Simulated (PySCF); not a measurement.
## Electronic structure of Ta (tantalum, neutral) at the LC-wPBE level

Configuration: [Xe] 4f14 5d4 6s1, high-spin 6D determinant (an excited configuration). Calculation: PySCF 2.14, in aug-cc-pwCVTZ-PP with ECP60MDF (8s8p7d4f3g, 122 functions); a scalar-relativistic core potential.

```json
{
  "Total energy": "-57.2770 hartree",
  "One-electron energy": "-96.1458 hartree",
  "Hartree (Coulomb) energy": "45.6979 hartree",
  "Exchange-correlation energy": "-6.8291 hartree",
  "⟨S²⟩": "8.7533",
  "⟨L²⟩": "6.010",
  "Sum of ⟨r⟩": "22.89 bohr",
  "Sum of ⟨r²⟩": "53.60 bohr²",
  "Traceless quadrupole moment −½Σ⟨3z² − r²⟩ along its main axis": "-1.78 e·bohr²",
  "Time after the integrals": "of the order of 9 core-seconds"
}
```

```json
{"shell": "5s α", "electrons": "1", "mean orbital energy (eV)": "-75.768", "spread (eV)": "0", "rms radius, mean of both spins (bohr)": "1.19"}
{"shell": "5s β", "electrons": "1", "mean orbital energy (eV)": "-74.312", "spread (eV)": "0", "rms radius, mean of both spins (bohr)": "1.19"}
{"shell": "5p α", "electrons": "3", "mean orbital energy (eV)": "-42.846", "spread (eV)": "0.227", "rms radius, mean of both spins (bohr)": "1.41"}
{"shell": "5p β", "electrons": "3", "mean orbital energy (eV)": "-40.304", "spread (eV)": "0.886", "rms radius, mean of both spins (bohr)": "1.41"}
{"shell": "6s α", "electrons": "1", "mean orbital energy (eV)": "-7.870", "spread (eV)": "0", "rms radius, mean of both spins (bohr)": "3.58"}
{"shell": "5d α", "electrons": "4", "mean orbital energy (eV)": "-6.710", "spread (eV)": "0.657", "rms radius, mean of both spins (bohr)": "2.55"}
```

Energies and moments cover only the electrons outside the core potential. Spin-orbit coupling, absent here, splits the open shell strongly.
